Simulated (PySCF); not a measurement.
Start geometry of `CC1=C[SiH2]C=C1` from GFN2-xTB (Å):
```
atom  x, y, z in Å
C1     2.1365   -0.0241   -0.2038
C2     0.6263    0.0507   -0.0476
C3    -0.0941    1.1178    0.3558
Si4   -1.8739    0.7052    0.4064
C5    -1.4859   -1.0430   -0.1979
C6    -0.1647   -1.1332   -0.3530
H7     2.3841   -0.2430   -1.2391
H8     2.5528   -0.7703    0.4254
H9     2.5704    0.9592    0.0719
H10    0.3989    2.0515    0.6270
H11   -2.4991    0.7265    1.7618
H12   -2.7071    1.4641   -0.5406
H13   -2.1816   -1.8465   -0.3941
H14    0.3302   -2.0300   -0.6799
```

Problem. What comes out of this run: PBE0-D3(BJ)/def2-SVP geometry optimisation, gas phase (PySCF 2.14.0)?

Solution. 
```
atom  x, y, z in Å
C1     2.1539    0.0392   -0.2354
C2     0.6735    0.1150   -0.0418
C3    -0.0144    1.2005    0.3843
Si4   -1.8224    0.7390    0.4400
C5    -1.4813   -1.0050   -0.1563
C6    -0.1482   -1.0932   -0.3343
H7     2.3986   -0.2297   -1.2767
H8     2.5911   -0.7472    0.4027
H9     2.6454    0.9918    0.0025
H10    0.4863    2.1406    0.6260
H11   -2.4350    0.7991    1.8040
H12   -2.6907    1.5331   -0.4847
H13   -2.1546   -1.8429   -0.3474
H14    0.3543   -2.0046   -0.6815
```

The energy falls by 14.0 kJ/mol over 5 energy and gradient evaluations, the largest force component goes from 0.0383 to 1.6e-04 Eh/bohr, and the atoms move by 0.032 Å rms after alignment. The bond that changes most is C1–H8 (allylic carbon to methyl hydrogen), which lengthens by 0.042 Å. Bonds longer at the end by more than 0.005 Å: 8 of 14; shorter: 3. Among the angles that change most is Si4–C5–H13, from 127.9° to 131.1°. Rotational constants go from 6189, 2335, 1748 to 6033, 2344, 1740 MHz. The orientation of the end geometry is arbitrary; only internal coordinates are fixed.

The run used 128 basis functions and 35 SCF cycles in all. The run took 26 s wall on Arm Neoverse V2, one thread (shared host), and the process peaked at 0.50 GiB of memory.

No frequency check.
